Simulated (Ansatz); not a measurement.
Geometry optimisation, RKS BHLYP-D4/6-31G* in Ansatz.

Input:

```yaml
crystal:
  periodic: [false, false, false]
  atoms:
    - { symbol: C, position_ang: [-1.3966, -1.9692, -1.7317] }
    - { symbol: S, position_ang: [-0.9978, -2.6997, -0.1597] }
    - { symbol: Si, position_ang: [-0.6666, -0.8261, 0.8341] }
    - { symbol: Si, position_ang: [1.3537, 0.0817, 0.1232] }
    - { symbol: B, position_ang: [1.6084, 1.7219, 1.0668] }
    - { symbol: "N", position_ang: [0.6116, 2.8929, 1.0008] }
    - { symbol: H, position_ang: [-2.2955, -1.2549, -1.6072] }
    - { symbol: H, position_ang: [-1.6722, -2.7035, -2.4751] }
    - { symbol: H, position_ang: [-0.5844, -1.3305, -2.1067] }
    - { symbol: H, position_ang: [-0.5241, -1.0692, 2.3175] }
    - { symbol: H, position_ang: [-1.7538, 0.1041, 0.6178] }
    - { symbol: H, position_ang: [2.4036, -0.8588, 0.3907] }
    - { symbol: H, position_ang: [1.134, 0.38, -1.3283] }
    - { symbol: H, position_ang: [2.5606, 1.8577, 1.7501] }
    - { symbol: H, position_ang: [0.4983, 3.102, -0.0043] }
    - { symbol: H, position_ang: [-0.3021, 2.5491, 1.3564] }
basis:
  gaussian: { orbitals: "6-31G*" }
hamiltonian:
  xc: { name: BHLYP }
  dispersion: d4
relax:
  f_tol: 0.015
  max_steps: 40
output:
  orbitals: {}
```

Command:

```bash
$ ansatz run input.yaml --threads 2 --pin off --max-ram 3072MiB --backend cpu --events-out ev --progress --plain --runs-dir out
```

Problem. Where does it end, and by what steps?

Solution. The forces met the threshold. The force dipped under the threshold on the way, but the program's further checks kept it going. After 38 steps the energy has fallen by 1.937 eV; H16 moved furthest, 1.99 Å.

```csv
step,energy less start (eV),largest force component (eV/Å),accepted
0,0.0000,2.804,yes
2,-0.7305,1.753,yes
4,-1.2778,2.005,yes
6,-1.7288,1.179,yes
8,-1.8501,0.569,yes
10,-1.8982,0.210,yes
12,-1.9148,0.393,yes
14,-1.8990,0.514,no
16,-1.9243,0.041,yes
18,-1.9257,0.116,yes
20,-1.9277,0.194,yes
22,-1.9309,0.061,yes
24,-1.9337,0.069,yes
26,-1.9357,0.087,yes
28,-1.9363,0.076,yes
30,-1.9366,0.024,yes
32,-1.9367,0.025,yes
34,-1.9368,0.025,yes
36,-1.9369,0.023,yes
38,-1.9370,0.012,yes
```

```xyz
16
Properties=species:S:1:pos:R:3
C -1.404 -2.138 -1.878
S -1.019 -2.886 -0.258
Si -0.691 -1.123 0.919
Si 1.053 0.215 0.116
B 1.316 1.840 1.284
N 1.016 3.106 0.810
H -2.268 -1.485 -1.812
H -1.635 -2.953 -2.554
H -0.558 -1.587 -2.271
H -0.393 -1.628 2.276
H -1.942 -0.330 0.989
H 2.268 -0.632 0.051
H 0.720 0.604 -1.281
H 1.709 1.749 2.405
H 0.684 3.290 -0.118
H 1.120 3.936 1.365
```

Whether the end is a true minimum wasn't checked by a vibrational analysis.

The run took 3.6 min on 2 threads of Arm Neoverse V1 (shared host), peak memory 0.33 GiB.
